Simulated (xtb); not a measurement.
xtb input (GFN1-xTB):

```bash
xtb mol.xyz --gfn 1 --opt tight --chrg 0 --uhf 0
```
mol.xyz:
```
12

C      1.90026098     0.24226378    -0.16126239
O      0.79616450    -0.42814530     0.40309172
B     -0.50285066    -0.09080481     0.06639666
N     -0.79341020     0.94675751    -0.86386354
N     -1.52827388    -0.83894441     0.70206025
H      1.93022343     0.12795357    -1.25074405
H      2.80775522    -0.19566762     0.25369022
H      1.89237573     1.31106945     0.08066137
H     -1.72893951     1.20480016    -1.11976004
H     -0.08886794     1.49008348    -1.32664691
H     -1.30792907    -1.56790584     1.35609497
H     -2.50945787    -0.69942108     0.55018477
```

End of the output:

```
           -------------------------------------------------

      molecular mass/u    :       73.8901605
   center of mass at/Å    :       -0.0198374      -0.0192890       0.0165768
  moments of inertia/u·Å² :        0.5850468E+02   0.1302126E+03   0.1855105E+03
rotational constants/cm⁻¹ :        0.2881416E+00   0.1294623E+00   0.9087160E-01

 * 11 selected distances

     #   Z          #   Z                                           value/Å
     1   6 C        2   8 O                                       1.4054752
     2   8 O        3   5 B                                       1.3901417
     3   5 B        4   7 N                                       1.4203923 (max)
     3   5 B        5   7 N                                       1.4130758
     1   6 C        6   1 H                                       1.0993449
     1   6 C        7   1 H                                       1.0944505
     1   6 C        8   1 H                                       1.0993449
     4   7 N        9   1 H                                       1.0007939
Note: The following floating-point exceptions are signalling: IEEE_DENORMAL
normal termination of xtb
     4   7 N       10   1 H                                       1.0003731
     5   7 N       11   1 H                                       1.0007762
     5   7 N       12   1 H                                       1.0001496 (min)

 * 5 distinct bonds (by element types)

   Z      Z             #   av. dist./Å        max./Å        min./Å
   1 H    6 C           3     1.0977134     1.0993449     1.0944505
   1 H    7 N           4     1.0005232     1.0007939     1.0001496
   5 B    7 N           2     1.4167341     1.4203923     1.4130758
   5 B    8 O           1     1.3901417     1.3901417     1.3901417
   6 C    8 O           1     1.4054752     1.4054752     1.4054752

optimized geometry written to: xtbopt.xyz

           -------------------------------------------------
          | TOTAL ENERGY              -18.522003656952 Eh   |
          | GRADIENT NORM               0.000185163754 Eh/α |
          | HOMO-LUMO GAP               6.891111188477 eV   |
           -------------------------------------------------

------------------------------------------------------------------------
------------------------------------------------------------------------
 total:
 SCF:
 ANC optimizer:
```
